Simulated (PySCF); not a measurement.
Si(H)3(nPr) (C₃H₁₀Si), SMILES CCC[SiH3]. Atoms are numbered in the order given.

```xyz
14

Si     0.0753    -1.7934     0.0000
C     -0.5891    -0.0162     0.0000
C      0.4963     1.0722     0.0000
C     -0.0711     2.4937     0.0000
H     -1.0567    -2.7869     0.0000
H      0.9259    -2.0406     1.2194
H      0.9259    -2.0406    -1.2194
H     -1.2518     0.1005     0.8866
H     -1.2518     0.1005    -0.8866
H      1.1565     0.9371     0.8853
H      1.1565     0.9371    -0.8853
H     -0.7045     2.6731    -0.8940
H      0.7337     3.2568     0.0000
H     -0.7045     2.6731     0.8940
```
Charge 0, spin multiplicity 1.

The structure is a stationary point at PBE-D3(BJ)/def2-SVP. One conformer was computed; it need not be the lowest.

These are PBE-D3(BJ)/def2-SVP (PySCF) values and carry that method's errors.

Frequencies are harmonic and unscaled.

```
mode  ν (cm⁻¹)  IR (km/mol)  moving atoms (share of kinetic energy)
----  --------  -----------  --------------------------------------
1           95          0.2                          C 47 %, H 47 %
2          141          0.1                          H 87 %, C 12 %
3          176          0.3                 C 52 %, H 35 %, Si 13 %
4          254          0.0                           H 92 %, C 8 %
5          333          1.2                 C 49 %, H 28 %, Si 23 %
6          498          6.4                                  H 95 %
7          574         17.0                 H 70 %, Si 17 %, C 13 %
8          713         22.9                          H 88 %, C 10 %
9          726         16.9                 C 47 %, H 37 %, Si 16 %
10         810         12.7                          H 77 %, C 19 %
11         888         10.1                          H 58 %, C 42 %
12         890        205.5                         H 86 %, Si 11 %
13         912         32.4                                  H 97 %
14         917         38.9                                  H 97 %
15         989         14.2                          H 85 %, C 13 %
16        1033          1.8                          C 60 %, H 40 %
17        1068         12.7                          C 59 %, H 41 %
18        1171          1.4                          H 64 %, C 35 %
19        1186          1.1                          H 69 %, C 31 %
20        1275          0.0                           H 92 %, C 8 %
21        1309          8.3                          H 68 %, C 32 %
22        1346          2.8                          H 76 %, C 24 %
23        1381          2.2                          H 90 %, C 10 %
24        1414          0.7                                  H 95 %
25        1419          7.9                                  H 97 %
26        1428          3.9                                  H 93 %
27        2151         68.3                                  H 99 %
28        2158        114.6                                  H 96 %
29        2162        122.6                                  H 96 %
30        2955          2.1                                  H 95 %
31        2963         17.9                                  H 96 %
32        2964         40.3                                  H 95 %
33        2994          2.4                           H 91 %, C 9 %
34        3017         14.7                           H 91 %, C 9 %
35        3050         31.8                           H 91 %, C 9 %
36        3056         24.8                           H 91 %, C 9 %
```
